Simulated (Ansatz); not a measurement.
Reaction (ligand exchange at a Ge–Te bond): `[CH3][GeH2][TeH]` + HI → `[CH3][GeH2][I]` + H₂Te

Computed with Ansatz on PBE0-D4/def2-TZVP structures; ΔE is electronic, products minus reactants. CBS: MP2 limit from def2 TZ/QZ plus the TZ coupled-cluster correction, frozen cores. DFT in def2-TZVPP. Elements past krypton have def2 core potentials. For Ge, I, Te outer-core shells are correlated without core-valence functions, which leaves a few kJ/mol of doubt a bond. Scalar relativity is left out up to krypton.

```tsv
species	BLYP-D4 energy (Eh)
`[CH3][GeH2][TeH]`	-2386.76272
HI	-298.25174
`[CH3][GeH2][I]`	-2415.86332
H₂Te	-269.15853
```

(1) Work out ΔE.

Largest T1 diagnostic among the species: 0.010.

Answers

(1) ΔE = (-2415.86332) + (-269.15853) − (-2386.76272) − (-298.25174) = -0.00739 Eh = -4.6 kcal/mol. CCSD(T)/CBS gives -5.0 kcal/mol.

In def2-TZVPP, CCSD(T) changes the Hartree–Fock value by +2.6 kcal/mol (the triples alone add +0.3 kcal/mol) and MP2 by +2.6 kcal/mol. From BLYP to BHLYP (50 % exact exchange), in def2-TZVPP and without D4, ΔE moves by −1.0 kcal/mol. Leaving LDA and LC-ωPBE aside and taking each functional with its dispersion term where it has one, the values, not all of them listed here, spread over 1.7 kcal/mol, from B97M-V to revPBE-D4.
